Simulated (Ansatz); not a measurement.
The cluster Te₂Mo. Charge 0, multiplicity 3. Geometry PBE0-D4/def2-TZVP, that of the charge +1 doublet; atoms count from 1.

```xyz
3

Mo    0.7691   -0.4865   -0.3341
Te    0.6967    0.9094    1.6862
Te   -1.4658   -0.4229   -1.3521
```

In the def2 sets Mo, Te take a core potential; there is no spin–orbit coupling. The charge 0 triplet is spin-contaminated (final ⟨S²⟩ up to 2.40, 2.00 for a pure state). The structure comes from a short search, and lower isomers may exist.

Estimate the Mulliken populations from the PBE0/def2-TZVP orbitals of Ansatz.


| atom | charge (e) | spin (α − β) | d electrons |
| --- | --- | --- | --- |
| Mo1 | 0.46 | 3.14 | 4.68 |
| Te2 | -0.23 | -0.57 | – |
| Te3 | -0.23 | -0.57 | – |
Mulliken values and Mayer orders depend strongly on the basis.

Where does the spin sit?

Summed by element: Mo 3.14, Te -1.14, of 2 unpaired in all. Largest on single atoms: Mo1 3.14, Te2 -0.57, Te3 -0.57.

And the Mayer bond orders between bonded heavy atoms (over 0.3)?

Mo1–Te2 2.05 (2.46 Å); Mo1–Te3 2.05 (2.46 Å). Values over 0.3 also appear between atoms too far apart for a bond (Te2–Te3 0.35 at 3.96 Å); they arise where an orbital or an unpaired electron spreads over both atoms.
